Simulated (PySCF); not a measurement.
A calculated (UHF, PySCF 2.14, aug-cc-pwCVQZ, the non-relativistic Hamiltonian (point nucleus)) atom or ion has these occupied shells.

| shell | electrons | orbital energy (eV) | rms radius, mean of both spins (bohr) |
| --- | --- | --- | --- |
| 1s α | 1 | -2200.9 | 0.120 |
| 1s β | 1 | -2200.6 | 0.120 |
| 2s α | 1 | -228.51 | 0.561 |
| 2s β | 1 | -228.23 | 0.561 |
| 2p α | 3 | -171.09 | 0.539 |
| 2p β | 3 | -170.56 | 0.539 |
| 3s α | 1 | -40.058 | 1.89 |
| 3s β | 1 | -37.072 | 1.89 |
| 3p α | 1 | -29.992 | 2.13 |

Q: Name the element and its charge.

A: P²⁺ (phosphorus, charge +2), in [Ne] 3s2 3p1, 2P determinant.
